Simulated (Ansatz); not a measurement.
Energy profile

The step: GeH₄O ([OH][GeH3]) + CH₄ → CH₆Ge ([CH3][GeH3]) + H₂O; bonds formed: Ge1–C7, O2–H6; bonds broken: Ge1–O2, H6–C7 (atoms numbered as in the saddle structure below).

```csv
atom,x (Å),y (Å),z (Å)
Ge1,-0.7340,0.8632,0.1950
O2,0.7232,0.1730,1.4399
H3,-0.8754,1.2413,-1.3000
H4,-1.9690,0.1514,0.7488
H5,-0.5652,2.2485,0.8849
H6,0.7352,-0.4731,0.4789
C7,0.2865,-1.0335,-0.7887
H8,1.4749,0.7672,1.5487
H9,-0.7038,-1.3692,-1.1015
H10,0.8132,-0.6324,-1.6552
H11,0.8143,-1.9365,-0.4506
```

Electronic energies by CCSD(T) at an estimated basis limit (MP2 extrapolated from triple and quadruple zeta, plus CCSD(T) − MP2 in triple zeta), on PBE0-D4/def2-TZVP structures; CH8GeO, singlet; no counterpoise correction. Computed with Ansatz 0.2.0 (basis: def2-TZVPP and def2-QZVPP); correlated methods freeze the cores. Filled d shells of the heavier atoms are correlated. The def2 sets are not built for correlating such inner shells, so the correlated values are less sure here. Extrapolation: Hartree–Fock as exp(−7.88 √X), correlation as X^−2.97.

Give the profile in kJ/mol, counted from the separated reactants. (To be estimated.)

By the calculation:
```json
{"point": "separated: GeH4O (linked as [OH][GeH3]; Ge1, O2, H3, H4, H5, H8; singlet) + CH4 (H6, C7, H9, H10, H11; singlet)", "kJ/mol": "0.0"}
{"point": "start structure", "kJ/mol": "-5.1"}
{"point": "saddle", "kJ/mol": "264.2"}
{"point": "end structure", "kJ/mol": "25.7"}
{"point": "separated: CH6Ge (linked as [CH3][GeH3]; Ge1, H3, H4, H5, C7, H9, H10, H11; singlet) + H2O (O2, H6, H8; singlet)", "kJ/mol": "33.1"}
```

No T1 diagnostic of these runs exceeds 0.013.

For scale, one of the runs: CCSD(T)/def2-TZVPP, 222 basis functions, launched by `ansatz run in.yaml --threads 4 --pin off --events-out ev --progress --plain --max-ram 9574MiB`. The run took 70 s on 4 CPU threads of an Arm Neoverse V2 (shared host), with 3.6 GiB of host memory at its peak.
